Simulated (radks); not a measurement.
Values are calculated unless marked as measured or tabulated.
The rhenium ion Re+ inside a hard spherical wall (all orbitals vanish at R), configuration held at [Xe] 4f14 5d5 6s1 and not refilled when levels cross. Level of theory: scalar-relativistic Kohn-Sham, LDA (Slater exchange, VWN5 correlation), spin-unpolarised, spherical densities, finite nucleus; Fermi nuclear charge, rms radius 5.3698 fm (a radial shooting solver on a logarithmic mesh with Libxc functionals). Eigenvalues in eV, with the zero of energy where the potential of the charges vanishes at infinity; a dash marks a level that is unbound or too diffuse for the functional's potential to be trusted. A positive occupied level is held by the wall or, in an anion where self-interaction has pushed it up, behind a barrier. The pressure on the wall is -dE/dV.

R (bohr)  E (hartree)  kinetic (hartree)    e(5p)    e(4f)    e(5d)    e(6s)  e(6p, empty)  e(7s, empty)  pressure (GPa)
free      -16679.5010          18420.070  -55.080  -50.447  -13.212  -12.989        -7.160        -3.261               0
20        -16679.5010          18420.070  -55.080  -50.447  -13.212  -12.989        -7.160        -3.260        < 0.0001
15        -16679.5010          18420.070  -55.080  -50.447  -13.212  -12.989        -7.160        -3.233        < 0.0001
10        -16679.5010          18420.070  -55.079  -50.446  -13.210  -12.988        -7.147        -2.620        0.000639
6         -16679.4884          18420.180  -54.668  -50.012  -12.840  -12.534        -5.951         5.313            1.29
4         -16679.2106          18421.662  -50.949  -45.871   -9.198   -6.817         3.520        37.671            67.8
3.5       -16678.8453          18423.293  -48.058  -42.504   -5.982   -0.914        12.140        61.559             209
2         -16666.9624          18469.853   -8.024    1.305   47.051   117.97        156.99        373.55           17900
